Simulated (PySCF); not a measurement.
These compounds are isomers of formula C₅H₉FOSi.

A. SMILES FC[SiH2]O[C@]12C[C@H]1C2
B. SMILES O=C(/C=C/F)CC[SiH3]
C. `CC[SiH2]/C(F)=C\C=O`
D. `[C@@H]1(F)OCC(=C)[SiH2]C1`

Spectrum 1. 1H NMR (400 MHz, computed): δ 4.97 (m, 2H), 4.76 (m, 2H), 2.04 (m, 2H), 1.87 (m, 1H), 0.77 (m, 2H). 13C{1H} NMR (computed): δ 82.4 (CH2), 54.0 (C), 34.9 (CH2), 6.6 (CH).

Spectrum 2. 1H NMR (400 MHz, computed): δ 6.37 (m, 1H), 6.07 (br s, 1H), 5.78 (br s, 1H), 5.16 (m, 1H), 4.75 (m, 1H), 4.35 (m, 1H), 4.25 (m, 1H), 1.34 (m, 1H), 1.18 (m, 1H). 13C{1H} NMR (computed): δ 148.5 (C), 133.7 (CH2), 112.1 (CH), 71.8 (CH2), 19.0 (CH2).

Spectrum 3. 1H NMR (400 MHz, computed): δ 8.06 (m, 1H), 6.14 (m, 1H), 3.88 (t, 3H), 2.71 (t, 2H), 0.92 (m, 2H). 13C{1H} NMR (computed): δ 202.2 (C), 175.6 (CH), 116.4 (CH), 44.4 (CH2), 4.8 (CH2).

Spectrum 4. 1H NMR (400 MHz, computed): δ 10.03 (m, 1H), 6.43 (m, 1H), 4.72 (m, 2H), 1.22 (m, 2H), 1.22 (m, 3H). 13C{1H} NMR (computed): δ 201.2 (C), 192.0 (CH), 133.9 (CH), 10.1 (CH3), 4.4 (CH2).

How the numbers were obtained: geometry: GFN2-xTB, shielding tensors at PBE0/pcSseg-1 (GIAO), in PySCF (relativity neglected, one conformer, no solvent model, equivalent nuclei averaged).

Scale: 1H (σ = 31.72 ppm) and 13C (σ = 186.93 ppm) vs TMS (reference shieldings calculated alike). Splittings of carbon signals by F and P are missing where no couplings were computed. Where no couplings were computed, multiplicities follow the n + 1 count of equivalent neighbours, and m marks all less simple cases (inequivalent or close neighbours, rings, F or P nearby). Shifts are as computed. Against solution values, carbons near 30 ppm lie about +3 ppm off and those near 130 ppm about +5 ppm. Of 1309 compounds with measured shifts, 239 miss one by over three times the rms of a fit or turn the order of signals round; such compounds aren't used in these exercises.

Which spectrum belongs to which compound?

Results:

1–A, 2–D, 3–B, 4–C.

- Spectrum 1 (A): 4 13C signals; δC 82.4 is an sp3 CH2 bonded to F and Si; δC 54.0 is a three-membered-ring carbon.
- Spectrum 2 (D): 5 13C signals; δC 148.5 is a fully substituted alkene carbon; δC 133.7 is a terminal =CH2 carbon.
- Spectrum 3 (B): 5 13C signals; δC 202.2 is a ketone carbonyl carbon; δC 175.6 is a β carbon of a C=C–C=O unit.
- Spectrum 4 (C): 5 13C signals; δC 201.2 is a β carbon of a C=C–C=O unit; δC 192.0 is an aldehyde carbonyl carbon.
